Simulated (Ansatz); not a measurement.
Reaction (ligand exchange at a B–O bond): `COB(S)O[SiH3]` + H₂S → `COB(S)S` + `O[SiH3]`

Gas-phase electronic energies from Ansatz, PBE0-D4/def2-TZVP geometries. CCSD(T)/CBS is the MP2 limit (def2-TZVPP, def2-QZVPP) plus CCSD(T) − MP2 in def2-TZVPP, frozen cores. This one scheme is used for every species. DFT in def2-TZVPP. B3LYP here is the variant with VWN-RPA as its local correlation; programs differ in this. Each species was taken in one conformer, which may not be the lowest.

```csv
level,ΔE (kJ/mol),difference from CCSD(T)/CBS
r2SCAN-D4,57.5,-2.5
PBE0-D4,55.5,-4.5
ωB97X-V,61.8,1.8
B2PLYP,62.3,2.3
PBE,49.0,-11.0
B3LYP,64.1,4.1
MP2/def2-TZVPP,55.9,-4.1
CCSD(T)/def2-TZVPP,62.7,2.7
HF/def2-QZVPP,81.8,21.8
CCSD/CBS(def2),63.7,3.7
CCSD(T)/CBS,60.0,0
```

Largest T1 diagnostic among the species: 0.013.

From PBE to PBE0 (25 % exact exchange), in def2-TZVPP and without D4, ΔE moves by +5.2 kJ/mol. In def2-TZVPP, CCSD(T) changes the Hartree–Fock value by −17.6 kJ/mol (the triples alone add −3.7 kJ/mol) and MP2 by −24.4 kJ/mol.
